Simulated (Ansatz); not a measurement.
A structure relaxed at PBE0-D4/def2-TZVP, charge 0, multiplicity 1:

```tsv
atom	x (Å)	y (Å)	z (Å)
Al1	-0.572	1.031	1.482
N2	-0.016	0.017	0.077
Si3	0.312	-0.256	-1.630
C4	0.463	-1.242	-0.107
Se5	0.824	-2.624	0.927
H6	-1.027	2.478	1.044
H7	-0.573	0.466	2.948
H8	-0.861	-0.351	-2.526
H9	1.450	0.482	-2.216
```

Task: Give its formula and SMILES.

Result: CH4AlNSeSi, `[AlH2][N]1[SiH2]C1=[Se]`.

Task: Point group (tolerance 0.08 Å, 0.16 Å for H)?

Result: Cs.

Task: Summarise the bond lengths by kind.

Result: 1 × Al–N 1.819 Å; 2 × Al–H 1.572 to 1.578 Å; 1 × N–Si 1.760 Å; 1 × C–N 1.360 Å; 1 × C–Si 1.821 Å; 2 × H–Si 1.478 Å; 1 × C–Se 1.763 Å.

Program: Ansatz 0.2.0.
